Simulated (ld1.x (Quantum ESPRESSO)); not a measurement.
# Transferability test, PAW potential for titanium (Ti)

* Element: Ti
* Generator: ld1.x (Quantum ESPRESSO) 7.5
* Type: PAW
* Functional: PBEsol
* Relativity: scalar-relativistic
* Frozen core: [Ar]
* Valence charge: 4
* Reference configuration: 3d2 4s1 4p1
* Partial waves: 4s (bound): rcut 2.35, rcutus 3.05 bohr; 4s channel at -0.05 Ry: rcut 2.35, rcutus 3.05 bohr; 4p (bound): rcut 4.10, rcutus 4.50 bohr; 4p channel at 1.95 Ry: rcut 4.10, rcutus 4.50 bohr; 3d (bound): rcut 1.20, rcutus 1.65 bohr; 3d channel at 0.1 Ry: rcut 1.20, rcutus 1.65 bohr
* Local potential: all-electron potential smoothed inside 2.35 bohr (lloc = -1)
* Core correction: Bessel-smoothed model core, default radius (core density twice the valence density)
* Augmentation charge: BG, radius 1.25 bohr

Energies are relative to the spin-unpolarised reference configuration 3d2 4s1 4p1; without spin polarisation the order of configurations can differ from experiment. Not all tests gave a result: test run stopped at test 6 of 7 (negative rho).

```
valence configuration  charge  ΔE all-electron (eV)  error AE − PS (meV)
          3d2 4s2 4p0       0                -3.093                 +2.3
          3d2 4s1 4p0      +1                 4.266                 +8.1
          3d2 4s0 4p0      +2                17.737                 +6.9
          3d2 4s0 4p1      +1                 8.045                 +1.3
          3d2 4s0 4p2       0                 3.213                 +2.9
```
